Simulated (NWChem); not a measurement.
Everything below was run with NWChem. System: CH$_{2}$I, charge 0, spin multiplicity 2, displaced from the optimised geometry. The structure started from a generated list of species. Its SCF solution wasn't tested for a lower state. Level: UBLYP/def2-SVP with def2 effective core potentials on I.

Job file:

```
start mol
memory heap 200 mb stack 900 mb global 1100 mb
geometry units angstroms nocenter noautoz
  C      0.000000     0.000000    -1.806014
  I      0.000000     0.000000     0.292578
  H     -0.986681     0.000000    -2.335283
  H      0.986681     0.000000    -2.335283
  symmetry group C2v
end
basis spherical
  * library def2-svp
end
ecp
  I library def2-ecp
end
dft
  xc becke88 lyp
  odft
  mult 2
  semidirect memsize 60000000 filesize 0
  iterations 100
  vectors input hcore
end
task dft gradient
```

Part of the output:

```
             Northwest Computational Chemistry Package (NWChem) 7.3.0
             --------------------------------------------------------

                                NWChem Input Module
                                -------------------

 Scaling coordinates for geometry "geometry" by  1.889725989
 (inverse scale =  0.529177249)

 Turning off AUTOSYM since
 SYMMETRY directive was detected!

                             Geometry "geometry" -> ""
                             -------------------------

 Output coordinates in angstroms (scale by  1.889725989 to convert to a.u.)

  No.       Tag          Charge          X              Y              Z
 ---- ---------------- ---------- -------------- -------------- --------------
    1 C                    6.0000     0.00000000     0.00000000    -1.80601400
    2 I                   53.0000     0.00000000     0.00000000     0.29257800
    3 H                    1.0000    -0.98668100     0.00000000    -2.33528300
    4 H                    1.0000     0.98668100     0.00000000    -2.33528300

 Effective nuclear repulsion energy (a.u.)     106.1091479765

            Nuclear Dipole moment (a.u.)
            ----------------------------
        X                 Y               Z
 ---------------- ---------------- ----------------
     0.0000000000     0.0000000000    -0.0000302356

      Symmetry information
      --------------------

 Group name             C2v
 Group number             16
 Group order               4
 No. of unique centers     3

      Symmetry unique atoms

     1    2    3


 Summary of "ao basis" -> "" (spherical)
 ------------------------------------------------------------------------------
       Tag                 Description            Shells   Functions and Types
 ---------------- ------------------------------  ------  ---------------------
 *                          def2-svp                  on all atoms

                                 NWChem DFT Module
                                 -----------------

 Summary of "ao basis" -> "ao basis" (spherical)
 ------------------------------------------------------------------------------
       Tag                 Description            Shells   Functions and Types
 ---------------- ------------------------------  ------  ---------------------
 C                          def2-svp                 6       14   3s2p1d
 I                          def2-svp                10       26   4s4p2d
 H                          def2-svp                 3        5   2s1p

 Summary of "ao basis" -> "ao basis" (spherical)
 ------------------------------------------------------------------------------
       Tag                 Description            Shells   Functions and Types
 ---------------- ------------------------------  ------  ---------------------
 C                          def2-svp                 6       14   3s2p1d
 I                          def2-svp                10       26   4s4p2d
 H                          def2-svp                 3        5   2s1p

      Symmetry analysis of basis
      --------------------------

        a1         23
        a2          4
        b1         13
        b2         10

            General Information
            -------------------
          SCF calculation type: DFT
          Wavefunction type:  spin polarized.
          No. of atoms     :     4
          No. of electrons :    33
           Alpha electrons :    17
            Beta electrons :    16
          Charge           :     0
          Spin multiplicity:     2
          Use of symmetry is: on ; symmetry adaption is: on
          Maximum number of iterations: 100
          AO basis - number of functions:    50
                     number of shells:    22
          Convergence on energy requested:  1.00D-06
          Convergence on density requested:  1.00D-05
          Convergence on gradient requested:  5.00D-04

              XC Information
              --------------
                    Becke 1988 Exchange Functional  1.000
              Lee-Yang-Parr Correlation Functional  1.000

             Grid Information
             ----------------
          Grid used for XC integration:  medium
          Radial quadrature: Mura-Knowles
          Angular quadrature: Lebedev.
          Tag              B.-S. Rad. Rad. Pts. Rad. Cut. Ang. Pts.
          ---              ---------- --------- --------- ---------
          C                   0.70       49           8.0       434
          I                   1.40      123           9.0       590
          H                   0.35       45           9.0       434
          Grid pruning is: on
          Number of quadrature shells:   217
          Spatial weights used:  Erf1

          Convergence Information
          -----------------------
          Convergence aids based upon iterative change in
          total energy or number of iterations.
          Levelshifting, if invoked, occurs when the
          HOMO/LUMO gap drops below (HL_TOL):  1.00D-02
          DIIS, if invoked, will attempt to extrapolate
          using up to (NFOCK): 10 stored Fock matrices.

                    Damping( 0%)  Levelshifting(0.5)       DIIS
                  --------------- ------------------- ---------------
          dE  on:    start            ASAP                start
          dE off:    2 iters        100 iters           100 iters

      Screening Tolerance Information
      -------------------------------
          Density screening/tol_rho:  1.00D-10
          AO Gaussian exp screening on grid/accAOfunc:  14
          CD Gaussian exp screening on grid/accCDfunc:  20
[...]
    28     -0.197954  2 I  px                41      0.113352  3 H  s
    46     -0.113352  4 H  s                 39      0.085157  2 I  d  1
    34     -0.060478  2 I  d  1              25      0.056994  2 I  px

                     DFT Final Beta Molecular Orbital Analysis
                     -----------------------------------------

 Vector   14  Occ=1.000000D+00  E=-3.302136D-01  Symmetry=a1
              MO Center= -3.0D-15, -5.0D-16, -5.9D-01, r^2= 2.8D+00
   Bfn.  Coefficient  Atom+Function         Bfn.  Coefficient  Atom+Function
  ----- ------------  ---------------      ----- ------------  ---------------
    27      0.483001  2 I  pz                 6     -0.381221  1 C  pz
    30      0.280628  2 I  pz                24     -0.192569  2 I  pz
     9     -0.167251  1 C  pz                21     -0.156916  2 I  pz
    18      0.155308  2 I  s                 17      0.149612  2 I  s
    41      0.149537  3 H  s                 46      0.149537  4 H  s

 Vector   15  Occ=1.000000D+00  E=-2.460482D-01  Symmetry=b2
              MO Center= -4.7D-16, -2.7D-17, -9.5D-03, r^2= 2.3D+00
   Bfn.  Coefficient  Atom+Function         Bfn.  Coefficient  Atom+Function
  ----- ------------  ---------------      ----- ------------  ---------------
    26      0.571975  2 I  py                29      0.492740  2 I  py
    23     -0.232518  2 I  py                20     -0.187974  2 I  py
     5      0.177427  1 C  py                 8      0.135419  1 C  py
    37     -0.031175  2 I  d -1

 Vector   16  Occ=1.000000D+00  E=-2.261234D-01  Symmetry=b1
              MO Center= -1.0D-15, -2.3D-17,  1.8D-01, r^2= 2.2D+00
   Bfn.  Coefficient  Atom+Function         Bfn.  Coefficient  Atom+Function
  ----- ------------  ---------------      ----- ------------  ---------------
    25      0.610185  2 I  px                28      0.546087  2 I  px
    22     -0.247051  2 I  px                19     -0.199426  2 I  px
    41      0.107188  3 H  s                 46     -0.107188  4 H  s
     4     -0.087273  1 C  px                42      0.082518  3 H  s
    47     -0.082518  4 H  s

 Vector   17  Occ=0.000000D+00  E=-1.064899D-01  Symmetry=b2
              MO Center= -1.8D-16, -2.7D-16, -1.4D+00, r^2= 2.2D+00
   Bfn.  Coefficient  Atom+Function         Bfn.  Coefficient  Atom+Function
  ----- ------------  ---------------      ----- ------------  ---------------
     8      0.553208  1 C  py                 5      0.535155  1 C  py
    29     -0.290067  2 I  py                26     -0.255519  2 I  py
    23      0.100707  2 I  py                37     -0.082540  2 I  d -1
    20      0.080485  2 I  py                32      0.059758  2 I  d -1

 Vector   18  Occ=0.000000D+00  E=-4.600811D-02  Symmetry=a1
              MO Center= -4.1D-15, -4.4D-16, -3.9D-01, r^2= 3.5D+00
   Bfn.  Coefficient  Atom+Function         Bfn.  Coefficient  Atom+Function
  ----- ------------  ---------------      ----- ------------  ---------------
     3      1.046409  1 C  s                 30      0.883307  2 I  pz
     9      0.462457  1 C  pz                18     -0.432380  2 I  s
     6      0.365349  1 C  pz                27      0.357976  2 I  pz
     2      0.311159  1 C  s                 42     -0.309004  3 H  s
    47     -0.309004  4 H  s                 17     -0.245366  2 I  s

 Vector   19  Occ=0.000000D+00  E= 7.064685D-02  Symmetry=a1
              MO Center= -2.7D-14, -4.3D-17, -2.3D+00, r^2= 4.0D+00
   Bfn.  Coefficient  Atom+Function         Bfn.  Coefficient  Atom+Function
  ----- ------------  ---------------      ----- ------------  ---------------
     3      1.668478  1 C  s                 42     -1.375114  3 H  s
    47     -1.375114  4 H  s                  9     -0.762353  1 C  pz
     6     -0.334465  1 C  pz                17      0.332305  2 I  s
    30     -0.253149  2 I  pz                 2      0.223096  1 C  s
     1     -0.108579  1 C  s                 41     -0.089476  3 H  s

   alpha - beta orbital overlaps
   -----------------------------

   alpha      1      2      3      4      5      6      7      8      9     10
    beta      1      2      3      4      5      6      7      8      9     10
 overlap   1.000  1.000  1.000  1.000  1.000  1.000  1.000  1.000  1.000  1.000

   alpha     11     12     13     14     15     16     17     18     19     20
    beta     11     12     13     14     15     16     17     18     19     20
 overlap   0.995  0.995  1.000  1.000  0.970  1.000  0.968  0.999  0.999  1.000

   alpha     21     22     23     24     25     26     27     28     29     30
    beta     21     22     23     24     25     26     28     27     29     30
 overlap   1.000  1.000  0.999  0.986  1.000  0.996  0.965  1.000  0.997  0.978

   alpha     31     32     33     34     35     36     37     38     39     40
    beta     31     32     33     34     35     36     37     38     39     40
 overlap   0.991  0.991  1.000  0.999  1.000  1.000  0.998  1.000  0.998  0.996

   alpha     41     42     43     44     45     46     47     48     49     50
    beta     41     42     43     44     45     46     47     48     49     50
 overlap   1.000  0.998  1.000  0.999  1.000  1.000  1.000  1.000  1.000  1.000

     --------------------------
     Expectation value of S2:
     --------------------------
      <S2> =      0.7538 (Exact =     0.7500)

 center of mass
 --------------
 x =   0.00000000 y =   0.00000000 z =   0.14414706

 moments of inertia (a.u.)
 ------------------
         214.891181589160           0.000000000000           0.000000000000
           0.000000000000         221.898733522602           0.000000000000
           0.000000000000           0.000000000000           7.007551933442

     Multipole analysis of the density
     ---------------------------------

     L   x y z        total         alpha         beta         nuclear
     -   - - -        -----         -----         ----         -------
     0   0 0 0     -0.000000    -17.000000    -16.000000     33.000000

     1   1 0 0      0.000000      0.000000      0.000000      0.000000
     1   0 1 0     -0.000000     -0.000000     -0.000000      0.000000
     1   0 0 1     -0.171935      9.061092      6.247986    -15.481013

     2   2 0 0    -24.645985    -16.095889    -15.503239      6.953144
     2   1 1 0     -0.000000     -0.000000     -0.000000      0.000000
     2   1 0 1      0.000000      0.000000      0.000000      0.000000
     2   0 2 0    -25.960880    -14.200333    -11.760546      0.000000
     2   0 1 1     -0.000000      0.000000     -0.000000      0.000000
     2   0 0 2    -22.050869    -74.881849    -63.647353    116.478333

            General Information
            -------------------
          SCF calculation type: DFT
          Wavefunction type:  spin polarized.
          No. of atoms     :     4
          No. of electrons :    33
           Alpha electrons :    17
            Beta electrons :    16
          Charge           :     0
          Spin multiplicity:     2
          Use of symmetry is: on ; symmetry adaption is: on
          Maximum number of iterations: 100
          AO basis - number of functions:    50
                     number of shells:    22
          Convergence on energy requested:  1.00D-06
          Convergence on density requested:  1.00D-05
          Convergence on gradient requested:  5.00D-04

              XC Information
              --------------
                    Becke 1988 Exchange Functional  1.000
              Lee-Yang-Parr Correlation Functional  1.000

             Grid Information
             ----------------
          Grid used for XC integration:  medium
          Radial quadrature: Mura-Knowles
          Angular quadrature: Lebedev.
          Tag              B.-S. Rad. Rad. Pts. Rad. Cut. Ang. Pts.
          ---              ---------- --------- --------- ---------
          C                   0.70       49           8.0       434
          I                   1.40      123           9.0       590
          H                   0.35       45           9.0       434
          Grid pruning is: on
          Number of quadrature shells:   217
          Spatial weights used:  Erf1

          Convergence Information
          -----------------------
          Convergence aids based upon iterative change in
          total energy or number of iterations.
          Levelshifting, if invoked, occurs when the
          HOMO/LUMO gap drops below (HL_TOL):  1.00D-02
          DIIS, if invoked, will attempt to extrapolate
          using up to (NFOCK): 10 stored Fock matrices.

                    Damping( 0%)  Levelshifting(0.5)       DIIS
                  --------------- ------------------- ---------------
          dE  on:    start            ASAP                start
          dE off:    2 iters        100 iters           100 iters

      Screening Tolerance Information
      -------------------------------
          Density screening/tol_rho:  1.00D-10
          AO Gaussian exp screening on grid/accAOfunc:  14
          CD Gaussian exp screening on grid/accCDfunc:  20
          XC Gaussian exp screening on grid/accXCfunc:  20
          Schwarz screening/accCoul:  1.00D-08

                            NWChem DFT Gradient Module
                            --------------------------

  charge          =   0.00
  wavefunction    = open shell

  Using symmetry

                         DFT ENERGY GRADIENTS

    atom               coordinates                        gradient
                 x          y          z           x          y          z
   1 C       0.000000   0.000000  -3.412872    0.000000   0.000000   0.008455
   2 I       0.000000   0.000000   0.552892    0.000000   0.000000   0.005449
   3 H      -1.864557   0.000000  -4.413045   -0.012251   0.000000  -0.006952
   4 H       1.864557   0.000000  -4.413045    0.012251   0.000000  -0.006952

                 ----------------------------------------
                 |  Time  |  1-e(secs)   |  2-e(secs)   |
                 ----------------------------------------
                 |  CPU   |       0.01   |       1.23   |
                 ----------------------------------------
                 |  WALL  |       0.01   |       1.23   |
                 ----------------------------------------

 Task  times  cpu:        3.2s     wall:        3.2s

 Total times  cpu:        3.2s     wall:        3.2s
```
